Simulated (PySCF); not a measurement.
Computed shifts of a molecule C₂H₁₂N₂Si₂, PySCF with PBE/pcSseg-1, GIAO, gas phase, atoms alike by connectivity averaged where their shifts nearly agree, in ppm (number of nuclei): ¹³C: 29.3 (1), -9.0 (1). ²⁹Si: -39.2 (1), -44.4 (1). ¹⁵N: 39.0 (1), 23.9 (1). ¹H: 5.35 (2), 4.62 (1), 4.22 (1), 3.60 (1), 2.76 (1), 0.57 (1), 0.56 (1), 0.49 (3), 0.34 (1). References: ¹³C against TMS (σ = 182.0 ppm); ²⁹Si against TMS (σ = 335.4 ppm); ¹⁵N against NH3 (σ = 267.0 ppm); ¹H against TMS (σ = 31.49 ppm), references at their B3LYP-D3(BJ)/def2-TZVP geometries, non-relativistic. Geometry: PBE0-D3(BJ)/def2-SVP. One conformer was computed; it need not be the lowest.

**Question.** Which structure fits?
(A) C[SiH2]C[SiH](N)N
(B) C[SiH](C)[SiH](N)N
(C) CN(C[SiH3])[SiH2]N
(D) C[SiH2]CN[SiH2]N

**Answer.** D, C[SiH2]CN[SiH2]N
